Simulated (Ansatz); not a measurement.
Coupled-cluster run, FGeH₅Sn, SMILES `[F][SnH2][GeH3]`.

```yaml
crystal:
  periodic: [false, false, false]
  atoms:
    - {symbol: F, position_ang: [-2.092894, 1.330148, -0.016995]}
    - {symbol: Sn, position_ang: [-0.505493, 0.681447, -0.908890]}
    - {symbol: Ge, position_ang: [0.690233, -0.786966, 0.867308]}
    - {symbol: H, position_ang: [-1.110500, -0.152205, -2.270667]}
    - {symbol: H, position_ang: [0.319110, 2.104534, -1.367463]}
    - {symbol: H, position_ang: [1.051668, 0.071891, 2.085833]}
    - {symbol: H, position_ang: [1.975601, -1.372544, 0.261168]}
    - {symbol: H, position_ang: [-0.235427, -1.933305, 1.294006]}
basis:
  gaussian: {orbitals: def2-TZVPP}
correlation: {method: ccsd_t}
output: {orbitals: {seedname: orbitals}}
```

```sh
$ ansatz run in.yaml --threads 4 --pin off --events-out ev --progress --plain --max-ram 10444MiB
```

Log, shortened:

```
Functional definition: HF
1366 factors; integrals over basis functions are off by at most 9.0e-4 eV
mean field evaluation 1: about -65063.3975 eV, gradient 3.4e1 eV
mean field evaluation 2: about -65063.5128 eV, gradient 3.4e1 eV
mean field evaluation 4: about -65066.0271 eV, gradient 2.5e0 eV
mean field evaluation 8: about -65066.0724 eV, gradient 1.5e-1 eV
mean field -65066.07250994 eV, -2391.1340613721 hartree, gradient 2.6e-6 eV, S^2 0.000000; 0 other end points of the search recorded, 0 dependent functions left out
14 core orbitals not correlated: weight in the atoms' cores, before any rotation towards them, 1.000 or more for the frozen orbitals, at most 0.000 for the correlated occupied ones
reference -65066.07250994 eV, -2391.1340613721 hartree; 20, 20 occupied and 165, 165 virtual orbitals, 1366 factors
second order -23.06488405 eV of doubles, -0.00000000 eV of singles
cycle   1  -22.77846108 eV  change    2.9e-1 eV  update   1.2e-1
cycle   2  -23.43461991 eV  change   -6.6e-1 eV  update   3.7e-2
cycle   3  -23.56598078 eV  change   -1.3e-1 eV  update   2.1e-2
cycle   4  -23.55148511 eV  change    1.4e-2 eV  update   5.0e-3
cycle   5  -23.54748134 eV  change    4.0e-3 eV  update   2.0e-3
cycle   6  -23.54802397 eV  change   -5.4e-4 eV  update   5.7e-4
cycle   7  -23.54790466 eV  change    1.2e-4 eV  update   2.2e-4
cycle   8  -23.54780958 eV  change    9.5e-5 eV  update   7.5e-5
cycle   9  -23.54782846 eV  change   -1.9e-5 eV  update   2.8e-5
perturbative correction -0.69557125 eV, -0.0255617720 hartree
Total energy: -65090.31590965 eV, -2392.0249898787 hartree
```

It took 27 s on 4 threads of an Intel Xeon 6975P-C on a shared host, with 3 GiB of host memory at the peak.

MP2 recovers 95.1 % of the CCSD(T) correlation energy and the triples give 2.9 %; T1 = 0.0131.
